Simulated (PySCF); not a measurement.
SCF from a fresh guess for septet Ti₂Te, at the PBE0 minimum. PySCF input:

```python
from pyscf import gto, scf, dft
mol = gto.M(atom='''
Te     0.000000    -0.000000    -0.870110
Ti     1.690850    -0.000000     1.189370
Ti    -1.690850     0.000000     1.189370''',
    basis={'Te': 'def2-SVP', 'Ti': 'def2-SVP'},
    ecp={'Te': 'def2-SVP'},
    charge=0, spin=6)
mf = dft.UKS(mol, xc='PBE0')
mf.grids.atom_grid = (50, 194)
aux = {'Te': 'def2-universal-JKFIT', 'Ti': 'def2-universal-JKFIT'}
mf = mf.density_fit(auxbasis=aux)
mf.conv_tol = 1e-08
mf.diis_space = 10
mf.max_cycle = 60
mf.init_guess = 'minao'
mf.verbose = 4
mf.kernel()
```

Excerpt of the output (cycles alone):

```
init E= -1938.28357286695
cycle= 1 E= -1962.15329399692  delta_E= -23.9  |g|= 2.59  |ddm|= 6.96
cycle= 2 E= -1865.52319934936  delta_E= 96.6  |g|= 7.39  |ddm|= 8.33
cycle= 3 E= -1965.48166598278  delta_E= -100  |g|= 0.936  |ddm|= 6.55
cycle= 4 E= -1965.73282590873  delta_E= -0.251  |g|= 0.816  |ddm|= 3.24
cycle= 5 E= -1966.17563576175  delta_E= -0.443  |g|= 0.151  |ddm|= 1.72
cycle= 6 E= -1966.1954654827  delta_E= -0.0198  |g|= 0.11  |ddm|= 0.593
cycle= 7 E= -1966.20672401401  delta_E= -0.0113  |g|= 0.0219  |ddm|=  0.2
cycle= 8 E= -1966.20911695471  delta_E= -0.00239  |g|= 0.0142  |ddm|= 0.134
cycle= 9 E= -1966.21022680652  delta_E= -0.00111  |g|= 0.0102  |ddm|= 0.0781
cycle= 10 E= -1966.21152251759  delta_E= -0.0013  |g|= 0.00737  |ddm|= 0.131
cycle= 11 E= -1966.21218331596  delta_E= -0.000661  |g|= 0.00571  |ddm|= 0.118
cycle= 12 E= -1966.21215439576  delta_E= 2.89e-05  |g|= 0.014  |ddm|= 0.0365
cycle= 13 E= -1966.21242906191  delta_E= -0.000275  |g|= 0.00219  |ddm|= 0.046
... 11 lines left out ...
cycle= 25 E= -1966.21285542527  delta_E= -4.42e-07  |g|= 0.000243  |ddm|= 0.00538
cycle= 26 E= -1966.21285618902  delta_E= -7.64e-07  |g|= 0.000292  |ddm|= 0.00564
cycle= 27 E= -1966.21285674856  delta_E= -5.6e-07  |g|= 8.29e-05  |ddm|= 0.00701
cycle= 28 E= -1966.21285676497  delta_E= -1.64e-08  |g|= 4.84e-05  |ddm|= 0.00221
cycle= 29 E= -1966.21285684904  delta_E= -8.41e-08  |g|= 7.67e-05  |ddm|= 0.00205
cycle= 30 E= -1966.2128568695  delta_E= -2.05e-08  |g|= 2.62e-05  |ddm|= 0.00125
cycle= 31 E= -1966.21285688199  delta_E= -1.25e-08  |g|= 1.89e-05  |ddm|= 0.000794
cycle= 32 E= -1966.21285688036  delta_E= 1.63e-09  |g|= 1.75e-05  |ddm|= 9.52e-05
Extra cycle  E= -1966.21285688796  delta_E= -7.6e-09  |g|= 4.28e-05  |ddm|= 0.0003
converged SCF energy = -1966.21285688796  <S^2> = 12.057332  2S+1 = 7.0163614
```

This is not the lowest solution: another start and a stability analysis within the same unrestricted form found one 100.4 kJ/mol lower, at -1966.25108 Eh.

Open d and f shells are described by one determinant, and the ground state may have another occupation or spin. With an element this heavy the missing spin–orbit coupling can shift these numbers.

The search for the lowest solution, 3 starts and the stability check together, took 28 s on 4 threads of a shared Arm Neoverse N1 host, with 88 basis functions; the process peaked at 0.38 GiB. Launch command: `OMP_NUM_THREADS=4 python axn.py task.json out`.
